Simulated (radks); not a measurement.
Values are calculated unless marked as measured or tabulated.
Species: K5+. Configuration: [Ne] 3s2 3p2.

Code: a radial shooting solver on a logarithmic mesh with Libxc functionals. Model: scalar-relativistic Kohn-Sham, r2SCAN, spin-polarised, spherical densities, finite nucleus; open shells are filled with parallel spins first; meta-GGA in the generalised Kohn-Sham scheme; Fermi nuclear charge, rms radius 3.4349 fm.

Energy parts (hartree):
| part | energy |
|---|---|
| total | -594.00158 |
| kinetic | 597.77077 |
| electron-nucleus | -1370.34678 |
| Hartree | 209.71205 |
| exchange-correlation | -31.13761 |

Orbitals (lengths in bohr, moments of r in powers of bohr; <r^-3> diverges for s and p1/2):
orbital  occ.  eigenvalue (hartree)  <r^-3>      <r>
1s up       1             -133.3874       -  0.08105
1s down     1             -133.3520       -  0.08103
2s up       1             -16.38380       -   0.3849
2s down     1             -16.36419       -   0.3847
2p up       3             -13.63116   156.8   0.3480
2p down     3             -13.59167   156.4   0.3480
3s up       1              -4.07008       -    1.140
3s down     1              -3.86884       -    1.148
3p up       2              -3.35249   20.93    1.193
3p down     0              -3.16198   20.61    1.203

The highest occupied level is 3p up at -91.226 eV. The density falls to 0.001 e/bohr^3 at r = 2.55 bohr. The electron density at the nucleus is 5222 e/bohr^3 (large components only). The spin density at the nucleus is 0.1758 e/bohr^3 (1s -0.8277, 2s 0.5319, 3s 0.4716).
